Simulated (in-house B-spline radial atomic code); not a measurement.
Successive ionisation energies of thallium; each step leads to the configuration of the next row (after the last: bare). Dirac energy differences include first-order Breit, QED and recoil terms. NIST's values go from ground level to ground level; the uncertainty of those that are theory runs from under 0.1 % in few-electron ions to several per cent in heavy many-electron ones. Computed with a B-spline radial code for spherical atoms: Dirac-Hartree-Fock, average of the configuration, finite nuclei.

```csv
ion,configuration,ionisation energy (eV),tabulated value (eV),tabulated kind,computed minus tabulated (eV),highest orbital,largest mean radius (bohr)
Tl74+,[He] 2s2 2p3,20961.0,20210,tabulated theory,751,2p3/2,0.06617
Tl75+,[He] 2s2 2p2,21363.5,22780,tabulated theory,-1417,2p3/2,0.065904
Tl76+,[He] 2s2 2p1,?,?,tabulated theory,?,?,?
Tl77+,[He] 2s2,?,?,tabulated theory,?,?,?
Tl78+,[He] 2s1,24233.5,24234.1,tabulated theory,-1,2s1/2,0.065112
Tl79+,1s2,96777.2,96783.2,tabulated theory,-6,1s1/2,0.016234
Tl80+,1s1,98591.4,98592.12,tabulated theory,-1,1s1/2,0.016143
```

(1) Fill in the row of Tl76+.

(2) Fill in the row of Tl77+.

(3) Where is the largest jump?

Where a p, d or f electron is removed, the computed value is a mean over both j, so it misses the tabulated one by a part of the spin-orbit splitting; averaging over terms and missing correlation add to the gap, relatively most at low charge.

Results:

(1) ionisation energy (eV): 21769.5; tabulated value (eV): 23250; computed minus tabulated (eV): -1481; highest orbital: 2p3/2; largest mean radius (bohr): 0.065639.

(2) ionisation energy (eV): 23851.1; tabulated value (eV): 23850; computed minus tabulated (eV): 1; highest orbital: 2s1/2; largest mean radius (bohr): 0.065376.

(3) From Tl78+ to Tl79+, by a factor of 3.99 (24233 to 96777 eV); the highest orbital goes from 2s1/2 to 1s1/2.
